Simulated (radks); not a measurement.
Q: The ytterbium ion Yb12+ is in [Kr] 4d10 4f(5/2: 6, 7/2: 4) 5s2. All-electron calculation, Dirac Kohn-Sham, relativistic LDA (MacDonald-Vosko exchange, VWN5 correlation), spin-unpolarised, spherical densities, finite nucleus; Fermi nuclear charge, rms radius of each element as measured or else 0.836 A^(1/3) + 0.57 fm. Program: a radial shooting solver on a logarithmic mesh with Libxc functionals. Sub-shells are occupied by j as written (lower j first in brackets). One electron is removed from 5s1/2, 4f5/2, 4f7/2, 4d5/2 in turn, with full relaxation. Which removal costs least, and what does each cost?

A: 4f7/2 249.41 eV; 4f5/2 251.26 eV; 5s1/2 268.83 eV; 4d5/2 427.22 eV. The 4f7/2 electron leaves first.
